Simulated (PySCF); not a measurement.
## Correlation energy of Al⁻ (aluminium, charge -1)

[Ne] 3s2 3p2, high-spin 3P determinant. All numbers are calculated (PySCF 2.14, no relativity, point nucleus, in dyall-av2z (13s9p2d, 50 functions)). Frozen: [Ne]; 4 electrons correlated; the 15 highest virtual orbitals of each spin left out.

```json
{"level": "CCSD", "correlation energy (mhartree)": "-60.00"}
{"level": "(T)", "correlation energy (mhartree)": "-1.98"}
{"level": "CCSD(T)", "correlation energy (mhartree)": "-61.98"}
{"level": "CCSDT", "correlation energy (mhartree)": "-62.78"}
```

Diagnostics: T1 = 0.016, D1 = 0.0408, largest double amplitude 0.099.

Cost of the coupled-cluster step: of the order of 0.5 core-seconds, for 4 correlated electrons.
